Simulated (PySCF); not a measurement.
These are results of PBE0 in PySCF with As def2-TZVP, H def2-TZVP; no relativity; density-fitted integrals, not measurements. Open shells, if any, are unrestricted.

What shape and geometry does isolated singlet AsH₅ take (every ligand bound to As)?

Counting electrons, arsenic keeps none of its valence electrons outside its bonds, so the VSEPR class is AX5 and the expected shape is trigonal bipyramidal (D3h), as computed. The lowest minimum found is a singlet of D3h symmetry with As–H 1.529 Å (×3), As–H 1.604 Å (×2); H–As–H 90.0° (×6), H–As–H 120.0° (×3), H–As–H 180.0°. Its harmonic wavenumbers are 487 (e'), 1030 (a2''), 1044 (e'), 1284 (e''), 1700 (a1'), 1758 (a2''), 2130 (e'), 2146 (a1') cm⁻¹ and its dipole moment is 0.00 D.
